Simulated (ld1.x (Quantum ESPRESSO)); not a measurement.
## Varying the RRKJ potential for N

Base potential:

ld1.x (Quantum ESPRESSO) 7.5 input, shortened:

```
&input
   title='N', zed=7., rel=1, dft='PZ', iswitch=3,
   config='[He] 2s2 2p2 3d-2'
 /
 &inputp
   pseudotype=2, tm=.false., rho0=0.001, lloc=1,
   nlcc=.true., new_core_ps=.true., rcore=0.55
 /
3
2S  1  0   2.00   0.00  1.10  1.10  0.0
3D  3  2  -2.00   0.45  2.20  2.20  0.0
2P  2  1   2.00   0.00  2.05  2.05  0.0
 &test
   configts(1)='2s2 2p2'
 /
```

All-electron outer shells of the reference configuration (LDA (PZ), scalar-relativistic, ld1.x):

```csv
shell,level (eV),outermost node (bohr),outermost maximum (bohr)
2s,-32.25,0.32,0.99
2p,-20.82,–,0.91
```

Cutoffs, loose and tight: the cutoffs (Ry, on a coarse ladder) from which the occupation-weighted sum of valence levels, in a spherical-Bessel basis at the reference potential, stays within 10 and 1 mRy of its value at 400 Ry. They do not see the model core or the augmentation charge, which bear on the density cutoff. Test errors are all-electron minus pseudo excitation energies from the reference, over the configurations 2s2 2p3; 2s2 2p1; 2s2 2p0; 2s0 2p5; 2s1 2p0; 2s1 2p4; 2s1 2p3 (two spin-polarised tests are not counted in the largest error). A dash means not determined; rows that change the core or the reference have their own tests.

```csv
change,outcome,"cutoff, loose","cutoff, tight",bound ghosts,largest test error (meV)
base,generated,90 Ry,110 Ry,none,+2088
"all radii but the core radius scaled by about 1.12 (s 1.24, p 2.30, d 2.46 bohr)",generated,80 Ry,100 Ry,none,+2895
functional PBE,generated,90 Ry,110 Ry,none,+2184
wave 2p (bound): rc 2.05 bohr becomes 2p (bound): rc 1.38 bohr,generated,90 Ry,110 Ry,none,+516
wave 3d channel at 0.45 Ry: rc 2.20 bohr becomes 3d channel at 0.45 Ry: rc 2.96 bohr,generated,90 Ry,110 Ry,none,+2088
"type PAW; waves now 2s (bound): rcut 0.95, rcutus 1.10 bohr; 2s channel at -0.1 Ry: rcut 0.95, rcutus 1.10 bohr; 2p (bound): rcut 1.80, rcutus 2.05 bohr; 2p channel at 1.65 Ry: rcut 1.80, rcutus 2.05 bohr; 3d channel at 0.45 Ry: rcut 1.90, rcutus 2.20 bohr; 3d channel at 1.4 Ry: rcut 1.90, rcutus 2.20 bohr; local potential all-electron potential smoothed inside 1.00 bohr (lloc = -1); augmentation BESSEL, radius 1.00 bohr; rho0 0",generated,15 Ry,25 Ry,none,+62
wave 3d channel at 0.45 Ry: rc 2.20 bohr becomes 3d channel at 0.98 Ry: rc 2.20 bohr,generated,90 Ry,110 Ry,none,+2088
core correction Bessel-smoothed model core inside 0.58 bohr,generated,90 Ry,110 Ry,none,+2091
wave 2s (bound): rc 1.10 bohr becomes 2s (bound): rc 0.90 bohr,generated,110 Ry,140 Ry,none,+2087
local potential the d channel,generated,90 Ry,110 Ry,none,+2923
reference 2s1 2p4,generated,70 Ry,100 Ry,none,+3708
"type ultrasoft; waves now 2s (bound): rcut 0.95, rcutus 1.10 bohr; 2s channel at -1.95 Ry: rcut 0.95, rcutus 1.10 bohr; 2p (bound): rcut 1.80, rcutus 2.05 bohr; 2p channel at -1.1 Ry: rcut 1.80, rcutus 2.05 bohr; 3d channel at 0.45 Ry: rcut 1.90, rcutus 2.20 bohr; 3d channel at 0.65 Ry: rcut 1.90, rcutus 2.20 bohr; local potential all-electron potential smoothed inside 1.20 bohr (lloc = -1); augmentation PSQ, radius 0.95 bohr; rho0 0",generated,15 Ry,25 Ry,none,-45
reference 2s2 2p3,generated,90 Ry,110 Ry,none,+2863
```
